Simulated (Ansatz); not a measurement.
`O[SiH](O)[O][AlH2]`, relaxed with RKS PBE-D4/def2-SVP in the Gaussian-basis code of Ansatz from a rough embedded geometry. The force threshold is 0.03 eV/Å; the program also tests the step.

Charge 0, multiplicity 1.

Start:

```xyz
10

O    -1.190    0.010    1.355
Si    0.277   -0.435    0.651
O     0.947   -1.683    1.610
O     0.134   -1.006   -0.958
Al   -0.285    0.406   -2.018
H    -1.339    0.986    1.096
H     1.211    0.744    0.658
H     1.155   -1.215    2.484
H    -1.811    0.952   -2.195
H     0.901    1.241   -2.683
```

Q: How much energy does the relaxation release, and in how many steps? (Best estimate.)

A: The calculation gave: 75.43 kJ/mol, in 19 steps, 2 of them rejected.

Q: Which bonds change most? (Best estimate.)

A: Ansatz gave: O4–Al5 from 1.814 to 1.719 Å; Si2–O4 from 1.713 to 1.664 Å; O1–H6 from 1.021 to 0.973 Å; Si2–O3 from 1.711 to 1.666 Å.

Q: Give the relaxed structure. (Best estimate.)

A: The calculation gave: 
```xyz
10

O    -0.916    0.016    2.068
Si    0.379    0.140    1.015
O     1.287   -1.246    1.186
O    -0.226    0.354   -0.521
Al   -0.261    0.353   -2.239
H    -1.730    0.445    1.751
H     1.299    1.271    1.323
H     0.764   -2.045    1.380
H    -1.581    0.940   -2.914
H     0.984   -0.228   -3.049
```
